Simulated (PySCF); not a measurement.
## Radial density of N⁺ (nitrogen, charge +1)

UHF, [He] 2s2 2p2, high-spin 3P determinant. All numbers are calculated (PySCF 2.14, the spin-free X2C one-electron Hamiltonian (Gaussian nucleus), in x2c-SVPall (3s2p1d, 14 functions)).

```tsv
r (bohr)	4πr²ρ (e/bohr)	4πr²(ρα − ρβ)
0.00388	0.03586	0.0001
0.00652	0.09998	0.0003
0.0110	0.2719	0.0009
0.0184	0.6985	0.0022
0.0310	1.634	0.0049
0.0522	3.448	0.0104
0.0878	5.937	0.0205
0.148	7.451	0.0540
0.248	5.526	0.2096
0.418	2.451	0.6646
0.703	2.632	1.4138
1.18	2.895	1.3488
1.99	0.8899	0.3958
3.34	0.06390	0.0356
5.62	6.705e-05	0.0000
```

Densities and radii are taken from the X2C orbitals without a picture-change correction, which distorts them close to the nucleus.
